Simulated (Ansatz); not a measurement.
Ansatz (a program for electronic structure) input (CCSD(T)/aug-cc-pVDZ):

Ansatz 0.2 input:
```yaml
crystal:
  periodic: [false, false, false]
  atoms:
    - {symbol: C, position_ang: [2.51186797, -0.12735371, -0.05880408]}
    - {symbol: C, position_ang: [1.24252377, -0.62490462, -0.24331661]}
    - {symbol: C, position_ang: [0.05490202, 0.09973862, -0.26364289]}
    - {symbol: C, position_ang: [0.03245308, 1.58648397, -0.08260448]}
    - {symbol: C, position_ang: [-1.26243907, -0.59891946, -0.40760622]}
    - {symbol: C, position_ang: [-2.13209740, -0.51794123, 0.85691998]}
    - {symbol: H, position_ang: [3.36991370, -0.78427967, -0.06388438]}
    - {symbol: H, position_ang: [2.70121967, 0.92568520, 0.09801163]}
    - {symbol: H, position_ang: [1.14962538, -1.69893746, -0.38302201]}
    - {symbol: H, position_ang: [-0.87945505, 2.01909121, -0.49824947]}
    - {symbol: H, position_ang: [0.88508514, 2.06766787, -0.56416724]}
    - {symbol: H, position_ang: [0.06608162, 1.86391263, 0.97743068]}
    - {symbol: H, position_ang: [-1.82085651, -0.15316831, -1.24038312]}
    - {symbol: H, position_ang: [-1.09688099, -1.64743921, -0.66496648]}
    - {symbol: H, position_ang: [-2.34734572, 0.51776127, 1.12504362]}
    - {symbol: H, position_ang: [-1.62562662, -0.98470748, 1.70366115]}
    - {symbol: H, position_ang: [-3.08502291, -1.02820737, 0.70485157]}
basis:
  gaussian:
    orbitals: aug-cc-pVDZ
magnetization: {spin_polarized: true, initial_magnetization: 1}
correlation: {method: ccsd_t, electrons: outside_noble_gas}
output: {forces: true}
```

End of the output:

```
cycle   9  -25.06577717 eV  change   -3.8e-6 eV  update   1.4e-4
cycle  10  -25.06575192 eV  change    2.5e-5 eV  update   8.0e-5
cycle  11  -25.06579603 eV  change   -4.4e-5 eV  update   4.4e-5
cycle  12  -25.06579509 eV  change    9.5e-7 eV  update   2.0e-5
cycle  13  -25.06579638 eV  change   -1.3e-6 eV  update   8.0e-6
cycle  14  -25.06579366 eV  change    2.7e-6 eV  update   3.5e-6
cycle  15  -25.06579026 eV  change    3.4e-6 eV  update   1.4e-6
coupled cluster: 17.76 GiB planned
perturbative correction -0.90618600 eV, -0.0333017212 hartree
the calculation of the forces begins
1.16 GiB of device memory are held for the factors and their scratch space
Total energy: -6382.60570515 eV, -234.5564333788 hartree
Atom 0 at     2.511868    -0.127354    -0.058804 Å, force     0.630801     0.289090     0.091394 eV/Å
Atom 1 at     1.242524    -0.624905    -0.243317 Å, force    -0.249519    -0.557381    -0.080457 eV/Å
Atom 2 at     0.054902     0.099739    -0.263643 Å, force    -0.367635     0.233315    -0.021559 eV/Å
Atom 3 at     0.032453     1.586484    -0.082604 Å, force     0.013136     0.083690     0.079040 eV/Å
Atom 4 at    -1.262439    -0.598919    -0.407606 Å, force    -0.161119    -0.017474     0.039910 eV/Å
Atom 5 at    -2.132097    -0.517941     0.856920 Å, force     0.105334    -0.001125    -0.089109 eV/Å
Atom 6 at     3.369914    -0.784280    -0.063884 Å, force     0.411611    -0.316574    -0.000722 eV/Å
Atom 7 at     2.701220     0.925685     0.098012 Å, force     0.092024     0.525424     0.079028 eV/Å
Atom 8 at     1.149625    -1.698937    -0.383022 Å, force    -0.040642    -0.497399    -0.068752 eV/Å
Atom 9 at    -0.879455     2.019091    -0.498249 Å, force    -0.409784     0.182859    -0.206001 eV/Å
Atom 10 at     0.885085     2.067668    -0.564167 Å, force     0.380027     0.210275    -0.237959 eV/Å
Atom 11 at     0.066082     1.863913     0.977431 Å, force     0.009988     0.102295     0.455294 eV/Å
Atom 12 at    -1.820857    -0.153168    -1.240383 Å, force    -0.224179     0.200837    -0.352915 eV/Å
Atom 13 at    -1.096881    -1.647439    -0.664966 Å, force     0.080974    -0.481721    -0.103968 eV/Å
Atom 14 at    -2.347346     0.517761     1.125044 Å, force    -0.092501     0.483866     0.110775 eV/Å
Atom 15 at    -1.625627    -0.984707     1.703661 Å, force     0.239648    -0.214736     0.377598 eV/Å
Atom 16 at    -3.085023    -1.028207     0.704852 Å, force    -0.418163    -0.225240    -0.071599 eV/Å
Dipole moment:    -0.130451     0.032743     0.008831 e Å
```

It need not be the lowest isomer of its formula.

The determinant is spin-contaminated: <S^2> is 0.94 against 0.75 for a pure state.
